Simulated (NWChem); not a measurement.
Species: C$_{4}$H$_{4}$ClF; SMILES F[C@@H]1CC=C1Cl

```xyz
10

F      1.5252     1.3067     0.2465
C      0.4095     0.9431    -0.4448
C     -0.9036     1.6732    -0.0526
C     -1.4586     0.2992     0.2536
C     -0.2912    -0.3096     0.0010
Cl     0.2528    -1.9249     0.0551
H      0.6425     0.9744    -1.5233
H     -0.7559     2.3213     0.8251
H     -1.3983     2.2453    -0.8546
H     -2.4517    -0.0598     0.5280
```
Atoms are numbered in this order, from 1.

Level: PBE0/def2-SVP (NWChem), optimised geometry, unscaled harmonic frequencies. 

List the harmonic frequencies with IR intensities, and the thermochemistry.


| frequency (cm⁻¹) | IR intensity (km/mol) |
|---|---|
| 171 | 0.8 |
| 199 | 0.2 |
| 309 | 3.1 |
| 429 | 0.8 |
| 535 | 17.1 |
| 613 | 7.1 |
| 798 | 12.3 |
| 877 | 39.6 |
| 926 | 28.6 |
| 956 | 9.4 |
| 1026 | 4.3 |
| 1088 | 30.2 |
| 1145 | 41.1 |
| 1186 | 0.5 |
| 1211 | 22.4 |
| 1238 | 51.6 |
| 1302 | 34.1 |
| 1389 | 69.0 |
| 1454 | 8.9 |
| 1694 | 50.5 |
| 3074 | 24.5 |
| 3090 | 25.4 |
| 3145 | 8.5 |
| 3253 | 1.5 |

zero-point energy: 44.5 kcal/mol
thermal correction to the enthalpy at 298.15 K (with zero-point energy): 48.5 kcal/mol
heat capacity Cv: 18.9 cal/(mol K)
entropy at 298.15 K and 1 atm (symmetry number 1): 75.9 cal/(mol K)
dipole moment: 2.17 D

Rigid rotor and harmonic oscillator.
